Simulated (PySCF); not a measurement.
CH₁₀FNSi₃. Atoms are numbered in the order given.

```xyz
16

F      2.8694    -0.4437    -1.2418
Si     2.6079    -0.0529     0.3239
C      0.9127     0.7082     0.4519
Si    -0.3743    -0.0808    -0.6854
N     -2.0091     0.4325    -0.3487
Si    -3.1040    -0.1630     0.8676
H      2.6865    -1.3118     1.1171
H      3.6936     0.8823     0.7346
H      0.9616     1.7910     0.2382
H      0.5639     0.6042     1.4968
H     -0.0668     0.2937    -2.0955
H     -0.3039    -1.5615    -0.5029
H     -2.3248     1.2439    -0.8779
H     -2.4867    -1.3968     1.4362
H     -4.4450    -0.4878     0.2909
H     -3.3300     0.8123     1.9826
```

Geometry: r2SCAN-D4/def2-SVP. The structure was generated by enumeration, and PubChem lists no compound with its InChIKey, so it may never have been made. The values are those of a single conformer.

These are PBE/pcSseg-1 run with PySCF values and carry that method's errors.

GIAO shieldings, no solvent; atoms listed in one row are averaged. δ = σ(ref) − σ: ¹⁹F against CFCl3 (σ = 133.6 ppm); ²⁹Si against TMS (σ = 335.4 ppm); ¹³C against TMS (σ = 182.0 ppm); ¹⁵N against NH3 (σ = 267.0 ppm); ¹H against TMS (σ = 31.49 ppm), references at their B3LYP-D3(BJ)/def2-TZVP geometries, non-relativistic.

```json
[
 {"nucleus": "¹⁹F", "atoms": "F1", "count": "1", "δ (ppm)": "-245.4"},
 {"nucleus": "²⁹Si", "atoms": "Si2", "count": "1", "δ (ppm)": "11.0"},
 {"nucleus": "²⁹Si", "atoms": "Si4", "count": "1", "δ (ppm)": "-26.7"},
 {"nucleus": "²⁹Si", "atoms": "Si6", "count": "1", "δ (ppm)": "-52.4"},
 {"nucleus": "¹³C", "atoms": "C3", "count": "1", "δ (ppm)": "10.0"},
 {"nucleus": "¹⁵N", "atoms": "N5", "count": "1", "δ (ppm)": "15.3"},
 {"nucleus": "¹H", "atoms": "H8", "count": "1", "δ (ppm)": "5.81"},
 {"nucleus": "¹H", "atoms": "H7", "count": "1", "δ (ppm)": "5.68"},
 {"nucleus": "¹H", "atoms": "H11, H12", "count": "2", "δ (ppm)": "5.36"},
 {"nucleus": "¹H", "atoms": "H14, H15, H16", "count": "3", "δ (ppm)": "5.17"},
 {"nucleus": "¹H", "atoms": "H9", "count": "1", "δ (ppm)": "1.20"},
 {"nucleus": "¹H", "atoms": "H10", "count": "1", "δ (ppm)": "0.25"},
 {"nucleus": "¹H", "atoms": "H13", "count": "1", "δ (ppm)": "-0.11"}
]
```
